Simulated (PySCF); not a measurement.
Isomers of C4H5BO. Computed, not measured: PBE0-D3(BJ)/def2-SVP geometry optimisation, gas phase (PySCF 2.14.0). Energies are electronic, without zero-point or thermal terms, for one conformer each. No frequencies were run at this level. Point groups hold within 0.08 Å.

Task: Rank from lowest to highest electronic energy at this level (kcal/mol).
A. `Bc1ccoc1`
B. `BC1=CC=CO1`

Result: B (0.0), A (3.0).

```
  SMILES      E (Eh)  E rel (kcal/mol)  dipole (D)  point group     A, B, C (MHz)
Bc1ccco1  -254.98927               0.0        2.39           Cs  8945, 3761, 2648
Bc1ccoc1  -254.98452               3.0        1.30           Cs  9053, 3598, 2575
```

Task: How do the relative energies change in single points at PBE0/pcSseg-1 (no added dispersion term) on the same geometries?

Result: 
```csv
SMILES,PBE0-D3(BJ)/def2-SVP (kcal/mol),PBE0/pcSseg-1 (kcal/mol),shift
Bc1ccco1,0.0,0.0,0.0
Bc1ccoc1,3.0,3.0,0.0
```

Each column counts from its own lowest isomer. The order is unchanged; the largest shift is 0.0 kcal/mol.
